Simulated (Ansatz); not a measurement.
Consider the ligand exchange at a Zn–C bond: `O[CH2][ZnH]` + NH₃ → `[NH2][ZnH]` + CH₃OH.

Gas-phase electronic energies from Ansatz, PBE0-D4/def2-TZVP geometries. CCSD(T)/CBS adds triple-zeta CCSD(T) − MP2 to the extrapolated MP2 energy (def2 sets, frozen cores). This one scheme is used for every species. DFT in def2-TZVPP. For Zn outer-core shells are correlated without core-valence functions, which leaves a few kJ/mol of doubt a bond. Scalar relativity is left out up to krypton. Each species was taken in one conformer, which may not be the lowest.

```csv
level,ΔE (kJ/mol),difference from CCSD(T)/CBS
PBE-D4,-52.9,10.7
BHLYP-D4,-65.0,-1.4
ωB97X-V,-62.7,0.9
BLYP,-57.1,6.5
r2SCAN0,-63.2,0.4
HF/def2-SVP,-68.6,-5.0
MP2/def2-TZVPP,-66.7,-3.1
HF/def2-QZVPP,-75.4,-11.8
SCS-MP2/def2-QZVPP,-68.3,-4.7
HF/CBS(def2),-75.6,-12.0
CCSD(T)/CBS,-63.6,0
```

Largest T1 diagnostic among the species: 0.016.

In def2-TZVPP, CCSD(T) changes the Hartree–Fock value by +10.6 kJ/mol (the triples alone add +1.7 kJ/mol) and MP2 by +7.1 kJ/mol. At CCSD(T), def2-SVP lies +5.2 kJ/mol from the extrapolated value and def2-TZVPP +0.4 kJ/mol. From BLYP to BHLYP (50 % exact exchange), in def2-TZVPP and without D4, ΔE moves by −9.5 kJ/mol.
